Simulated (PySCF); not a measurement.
PySCF input for Al(AsH2)(F)(H) (AlAsFH₃), SMILES [F][AlH][AsH2], ADC(2)/aug-cc-pVDZ. Geometry optimised at PBE0-D3(BJ)/def2-TZVP. The geometry has at least one imaginary mode, so it is a saddle point at that level.

```python
import numpy as np
from pyscf import gto, scf, dft, adc

mol = gto.M(
    atom='''
    Al   -0.53486896   -1.23955097    0.00000000
    As    0.01743384    1.13172417   -0.00000000
    H     1.04598236    0.83096788   -1.08785159
    H     1.04598236    0.83096787    1.08785160
    F     0.69768007   -2.33884261   -0.00000000
    H    -1.99310570   -1.84508729   -0.00000000
    ''',
    basis='aug-cc-pVDZ',
    charge=0,
    spin=0,
    max_memory=1600,
    verbose=4,
)
mf = scf.RHF(mol)
mf.conv_tol = 1e-10
mf.max_cycle = 100
mf.kernel()
res = {}
for kind, nroots in (('ee', 6), ('ip', 6), ('ea', 2)):
    a = adc.ADC(mf).density_fit('aug-cc-pvdz-ri')
    a.method, a.method_type = 'adc(2)', kind
    e, v, p, x = a.kernel(nroots=nroots)
    res[kind] = (e * 27.211386245988, p)
for kind, (e, p) in res.items():
    print(kind, 'energies / eV', np.round(e, 3), 'strengths', np.round(p, 4))
```

It prints:

```
PySCF version 2.14.0

[INPUT] verbose = 4
[INPUT] num. atoms = 6
[INPUT] num. electrons = 58
[INPUT] charge = 0
[INPUT] spin (= nelec alpha-beta = 2S) = 0
[INPUT] symmetry False subgroup None
[INPUT] Mole.unit = angstrom
[INPUT] Symbol           X                Y                Z      unit          X                Y                Z       unit  Magmom
[INPUT]  1 Al    -0.534868960000  -1.239550970000   0.000000000000 AA   -1.010755846931  -2.342411850739   0.000000000000 Bohr   0.0
[INPUT]  2 As     0.017433840000   1.131724170000   0.000000000000 AA    0.032945182899   2.138648729851   0.000000000000 Bohr   0.0
[INPUT]  3 H      1.045982360000   0.830967880000  -1.087851590000 AA    1.976620191526   1.570301711510  -2.055741569273 Bohr   0.0
[INPUT]  4 H      1.045982360000   0.830967870000   1.087851600000 AA    1.976620191526   1.570301692613   2.055741588170 Bohr   0.0
[INPUT]  5 F      0.697680070000  -2.338842610000   0.000000000000 AA    1.318424254867  -4.419771981363   0.000000000000 Bohr   0.0
[INPUT]  6 H     -1.993105700000  -1.845087290000   0.000000000000 AA   -3.766423910310  -3.486709654016   0.000000000000 Bohr   0.0

nuclear repulsion = 217.195776535737
number of shells = 40
number of NR pGTOs = 204
number of NR cGTOs = 113
basis = aug-cc-pVDZ
ecp = {}


[settings echo left out]
init E= -2576.38007144511
  HOMO = -0.274526699880934  LUMO = 0.000244949692617347  gap/eV = 7.47692
cycle= 1 E= -2577.29908124098  delta_E= -0.919  |g|= 0.513  |ddm|= 1.75
  HOMO = -0.369046952945843  LUMO = 0.0114697009860389  gap/eV = 10.35439
cycle= 2 E= -2577.34696487394  delta_E= -0.0479  |g|= 0.338  |ddm|= 0.593
  HOMO = -0.36476178331603  LUMO = 0.0182466972628834  gap/eV = 10.42219
cycle= 3 E= -2577.36568137921  delta_E= -0.0187  |g|= 0.0381  |ddm|= 0.194
  HOMO = -0.362197691917256  LUMO = 0.0213022403382892  gap/eV = 10.43556
cycle= 4 E= -2577.3667211441  delta_E= -0.00104  |g|= 0.00861  |ddm|= 0.109
  HOMO = -0.363250559818897  LUMO = 0.0205542668088698  gap/eV = 10.44386
cycle= 5 E= -2577.36678667551  delta_E= -6.55e-05  |g|= 0.00245  |ddm|= 0.0259
  HOMO = -0.363736185670049  LUMO = 0.0205376656186846  gap/eV = 10.45662
cycle= 6 E= -2577.36679338429  delta_E= -6.71e-06  |g|= 0.000623  |ddm|= 0.00897
  HOMO = -0.363674500281756  LUMO = 0.0205208784299442  gap/eV = 10.45449
cycle= 7 E= -2577.36679377494  delta_E= -3.91e-07  |g|= 0.000177  |ddm|= 0.00194
  HOMO = -0.363704713976732  LUMO = 0.0205201285962415  gap/eV = 10.45529
cycle= 8 E= -2577.36679380299  delta_E= -2.8e-08  |g|= 4.09e-05  |ddm|= 0.000508
  HOMO = -0.363700901846911  LUMO = 0.020521116950948  gap/eV = 10.45521
cycle= 9 E= -2577.3667938047  delta_E= -1.71e-09  |g|= 1.05e-05  |ddm|= 0.00011
  HOMO = -0.36370099137697  LUMO = 0.0205205767810774  gap/eV = 10.45520
cycle= 10 E= -2577.36679380481  delta_E= -1.12e-10  |g|= 2.44e-06  |ddm|= 2.86e-05
  HOMO = -0.363700939816971  LUMO = 0.0205206422283917  gap/eV = 10.45520
cycle= 11 E= -2577.36679380482  delta_E= -9.09e-12  |g|= 5.76e-07  |ddm|= 6.95e-06
  HOMO = -0.36370098643065  LUMO = 0.02052061948873  gap/eV = 10.45520
Extra cycle  E= -2577.36679380482  delta_E= 3.64e-12  |g|= 2.47e-07  |ddm|= 1.28e-06
converged SCF energy = -2577.36679380482

******** <class 'pyscf.adc.radc.RADC'> ********
******** ADC Orbital Information ********
Number of Frozen Occupied Orbitals: 0
Number of Frozen Virtual Orbitals: 0
Number of Active Occupied Orbitals: 29
Number of Active Virtual Orbitals: 84
*****************************************
******** <class 'pyscf.df.df.DF'> ********
auxbasis = aug-cc-pvdz-ri
Reference correlation energy (doubles): -0.43760652
MP2 correlation energy of reference state (a.u.) = -0.43760652

******** <class 'pyscf.adc.radc_ee.RADCEE'> ********
max_space = 12
max_cycle = 50
conv_tol = 1e-08

*************************************************************
        ADC calculation summary (singlet states only)
*************************************************************
adc(2) root 0  |  Energy (Eh) =   0.1785572877  |  Energy (eV) =   4.85879128  |  Osc. strength = 0.00046503  |  conv = True
adc(2) root 1  |  Energy (Eh) =   0.2218397093  |  Energy (eV) =   6.03656596  |  Osc. strength = 0.19270315  |  conv = True
adc(2) root 2  |  Energy (Eh) =   0.2342473317  |  Energy (eV) =   6.37419457  |  Osc. strength = 0.00090287  |  conv = True
adc(2) root 3  |  Energy (Eh) =   0.2492852712  |  Energy (eV) =   6.78339774  |  Osc. strength = 0.02327459  |  conv = True
adc(2) root 4  |  Energy (Eh) =   0.2538810337  |  Energy (eV) =   6.90845481  |  Osc. strength = 0.14597266  |  conv = True
adc(2) root 5  |  Energy (Eh) =   0.2704028370  |  Energy (eV) =   7.35803598  |  Osc. strength = 0.06835100  |  conv = True

******** <class 'pyscf.adc.radc.RADC'> ********
******** ADC Orbital Information ********
Number of Frozen Occupied Orbitals: 0
Number of Frozen Virtual Orbitals: 0
Number of Active Occupied Orbitals: 29
Number of Active Virtual Orbitals: 84
*****************************************
******** <class 'pyscf.df.df.DF'> ********
auxbasis = aug-cc-pvdz-ri
Reference correlation energy (doubles): -0.43760652
MP2 correlation energy of reference state (a.u.) = -0.43760652

******** <class 'pyscf.adc.radc_ip.RADCIP'> ********
max_space = 12
max_cycle = 50
conv_tol = 1e-08

*************************************************************
        ADC calculation summary (doublet states only)
*************************************************************
adc(2) root 0  |  Energy (Eh) =   0.3474638271  |  Energy (eV) =   9.45497233  |  Spec. factor = 1.83929653  |  conv = True
adc(2) root 1  |  Energy (Eh) =   0.3999550017  |  Energy (eV) =  10.88332994  |  Spec. factor = 1.83500482  |  conv = True
adc(2) root 2  |  Energy (Eh) =   0.4673347750  |  Energy (eV) =  12.71682696  |  Spec. factor = 1.78479547  |  conv = True
adc(2) root 3  |  Energy (Eh) =   0.4706615863  |  Energy (eV) =  12.80735411  |  Spec. factor = 1.80900252  |  conv = True
adc(2) root 4  |  Energy (Eh) =   0.4893036679  |  Energy (eV) =  13.31463099  |  Spec. factor = 1.73879835  |  conv = True
adc(2) root 5  |  Energy (Eh) =   0.4918640644  |  Energy (eV) =  13.38430293  |  Spec. factor = 1.74981041  |  conv = True

******** <class 'pyscf.adc.radc.RADC'> ********
******** ADC Orbital Information ********
Number of Frozen Occupied Orbitals: 0
Number of Frozen Virtual Orbitals: 0
Number of Active Occupied Orbitals: 29
Number of Active Virtual Orbitals: 84
*****************************************
******** <class 'pyscf.df.df.DF'> ********
auxbasis = aug-cc-pvdz-ri
Reference correlation energy (doubles): -0.43760652
MP2 correlation energy of reference state (a.u.) = -0.43760652

******** <class 'pyscf.adc.radc_ea.RADCEA'> ********
max_space = 12
max_cycle = 50
conv_tol = 1e-08

*************************************************************
        ADC calculation summary (doublet states only)
*************************************************************
adc(2) root 0  |  Energy (Eh) =  -0.0008352281  |  Energy (eV) =  -0.02272771  |  Spec. factor = 1.92137867  |  conv = True
adc(2) root 1  |  Energy (Eh) =   0.0150746260  |  Energy (eV) =   0.41020147  |  Spec. factor = 1.95280431  |  conv = True
ee energies / eV [4.859 6.037 6.374 6.783 6.908 7.358] strengths [0.0005 0.1927 0.0009 0.0233 0.146  0.0684]
ip energies / eV [ 9.455 10.883 12.717 12.807 13.315 13.384] strengths [1.8393 1.835  1.7848 1.809  1.7388 1.7498]
ea energies / eV [-0.023  0.41 ] strengths [1.9214 1.9528]
```

The run converged.
